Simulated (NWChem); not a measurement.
System: ZnHF; SMILES [F][ZnH]

NWChem input:

```
start job
memory heap 200 mb stack 900 mb global 1100 mb
geometry units angstroms noautoz
  Zn     0.000000     0.000000    -0.342236
  H      0.000000     0.000000    -1.854821
  F      0.000000     0.000000     1.400621
end
basis spherical
  * library def2-qzvp
end
dft
  xc xtpss03 ctpss03
  iterations 150
  semidirect filesize 400000000
  mulliken
end
task dft energy
```

Structure relaxed at the PBE0/def2-SVP level.

Question: What results follow from this input? (TPSS/def2-QZVP.) Quantities: basis functions; energy (Ha); highest occupied level (eV); orbital gap (eV); dipole (D).

Answer: 
```yaml
number_of_basis_functions: 171
energy (Ha): -1879.98
highest occupied level (eV): -8.38
orbital gap (eV): 7.10
dipole (D): 1.90
```
